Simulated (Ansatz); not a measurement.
```xyz
2

P    -0.0066    0.0061   -0.9499
P    -0.0068   -0.0030    0.9388
```

Basis set: cc-pVDZ (spherical functions). Correlated methods keep 10 orbitals frozen. Charge 0, multiplicity 1.

Computed with Ansatz (development build ahead of 0.2.0); each method stands on the lowest determinant of its kind that the runs found. Restricted open shells among the atoms or ions are ROHF, correlated in semicanonical orbitals with singles.

The atomization energy at this shape (free ground-state atoms in the same class of orbitals less the molecule, no zero-point energy) of singlet P₂:

| method | atomization energy |
| --- | --- |
| RHF-MP2 | 3.99 eV |

Task: What does RHF give?

Result: 1.30 eV.
